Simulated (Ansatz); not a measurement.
`CC1CB1F` and `FB1CC1F` differ in one atom or group.

Ansatz, PBE0-D4/def2-TZVP geometries, multiplicity 1. 

```tsv
property	`CC1CB1F`
HOMO energy (B3LYP/def2-TZVPP) / eV	-7.00
HOMO–LUMO gap (PBE0/def2-TZVPP) / eV	6.67
HOMO energy (PBE/def2-TZVPP) / eV	-5.82
LUMO energy (PBE/def2-TZVPP) / eV	-1.55
LUMO energy (ωB97M-V/def2-TZVPP) / eV	1.52
HOMO–LUMO gap (PBE/def2-TZVPP) / eV	4.28
```

Problem. Give the same properties after the change, and the shifts. (Estimate.)

Solution. The calculation gave: 
| property | `FB1CC1F` | shift |
| --- | --- | --- |
| HOMO energy (B3LYP/def2-TZVPP) / eV | -7.47 | -0.47 |
| HOMO–LUMO gap (PBE0/def2-TZVPP) / eV | 6.44 | -0.23 |
| HOMO energy (PBE/def2-TZVPP) / eV | -6.18 | -0.36 |
| LUMO energy (PBE/def2-TZVPP) / eV | -2.26 | -0.71 |
| LUMO energy (ωB97M-V/def2-TZVPP) / eV | 0.90 | -0.62 |
| HOMO–LUMO gap (PBE/def2-TZVPP) / eV | 3.93 | -0.35 |

With PBE0 the HOMO falls by 0.48 eV and the LUMO falls by 0.72 eV, so the gap narrows by about 0.24 eV. PBE moves the HOMO by -0.36 eV and ωB97M-V by -0.50 eV.

B3LYP here is the variant with VWN-RPA as its local correlation; programs differ in this.
